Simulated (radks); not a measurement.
Values are calculated unless marked as measured or tabulated.
The nuclear charge of the iridium ion Ir2+ is varied continuously with 75 electrons held in [Xe] 4f14 5d7. Code: a radial shooting solver on a logarithmic mesh with Libxc functionals. Model: Dirac Kohn-Sham, LDA (Slater exchange, Perdew-Wang correlation), spin-unpolarised, spherical densities, finite nucleus; open shells are shared between the two j in proportion to 2j + 1; Fermi nuclear charge, rms radius 5.4032 fm. By the Hellmann-Feynman theorem dE/dZ = E(electron-nucleus)/Z, the electronic potential at the nucleus (averaged over a nucleus of fixed radius).

Z	E (hartree)	E(electron-nucleus)/Z (hartree)	HOMO	e(HOMO) (eV)	<r> HOMO (bohr)
76	-17268.4103	-569.116	5d5/2	-12.136	1.850
76.5	-17554.4427	-575.016	5d5/2	-17.859	1.739
77	-17843.4294	-580.934	5d5/2	-24.179	1.649
77.5	-18135.3799	-586.872	5d5/2	-31.035	1.573
78	-18430.3049	-592.832	5d5/2	-38.383	1.508

The central difference of E at Z = 77 is -580.937 hartree, to compare with the third column; the second derivative is -11.9 hartree.
